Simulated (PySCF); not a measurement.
Si(Me)2(OH)(PH2) (C₂H₉OPSi), SMILES C[Si](C)(O)P.

Geometry optimised at B3LYP-D3(BJ)/def2-SVP. Other conformers were not sampled.

Calculation: TDDFT-B3LYP/def2-SVPD in PySCF.

Vertical excitations. Gas-phase values at a fixed geometry.

**Question.** List the lowest excited states. (Estimate from the structure and the level; the computed values follow.)

**Answer.** 
```json
[
 {"state": "S1", "energy (eV)": "5.90", "λ (nm)": "210", "f": "0.016", "main pairs": "HOMO→LUMO 97 %"},
 {"state": "S2", "energy (eV)": "6.31", "λ (nm)": "196", "f": "0.017", "main pairs": "HOMO→LUMO+1 94 %"},
 {"state": "S3", "energy (eV)": "6.78", "λ (nm)": "183", "f": "0.027", "main pairs": "HOMO−1→LUMO 95 %"},
 {"state": "S4", "energy (eV)": "6.90", "λ (nm)": "180", "f": "0.036", "main pairs": "HOMO→LUMO+2 64 %, HOMO→LUMO+3 28 %"},
 {"state": "S5", "energy (eV)": "7.19", "λ (nm)": "172", "f": "0.255", "main pairs": "HOMO→LUMO+3 61 %, HOMO→LUMO+2 27 %"},
 {"state": "S6", "energy (eV)": "7.29", "λ (nm)": "170", "f": "0.071", "main pairs": "HOMO→LUMO+4 63 %, HOMO→LUMO+5 23 %"},
 {"state": "S7", "energy (eV)": "7.44", "λ (nm)": "167", "f": "0.013", "main pairs": "HOMO−2→LUMO 33 %, HOMO−1→LUMO+1 21 %, HOMO→LUMO+4 20 %, HOMO→LUMO+5 20 %"},
 {"state": "S8", "energy (eV)": "7.47", "λ (nm)": "166", "f": "0.035", "main pairs": "HOMO→LUMO+5 50 %, HOMO−2→LUMO 33 %"},
 {"state": "S9", "energy (eV)": "7.53", "λ (nm)": "165", "f": "0.037", "main pairs": "HOMO−1→LUMO+1 69 %, HOMO−2→LUMO 21 %"},
 {"state": "S10", "energy (eV)": "7.87", "λ (nm)": "158", "f": "0.041", "main pairs": "HOMO−1→LUMO+2 92 %"},
 {"state": "T1", "energy (eV)": "5.54", "λ (nm)": "224", "f": "0", "main pairs": "HOMO→LUMO 53 %, HOMO→LUMO+2 33 %, HOMO→LUMO+1 9 %"},
 {"state": "T2", "energy (eV)": "5.64", "λ (nm)": "220", "f": "0", "main pairs": "HOMO→LUMO+1 62 %, HOMO→LUMO+3 17 %"},
 {"state": "T3", "energy (eV)": "6.08", "λ (nm)": "204", "f": "0", "main pairs": "HOMO→LUMO+2 43 %, HOMO→LUMO 38 %"},
 {"state": "T4", "energy (eV)": "6.54", "λ (nm)": "190", "f": "0", "main pairs": "HOMO−1→LUMO 34 %, HOMO→LUMO+3 34 %, HOMO→LUMO+1 12 %"}
]
```
Triplets are in the Tamm–Dancoff approximation, which puts them higher than full response would, so one can lie above its singlet here.
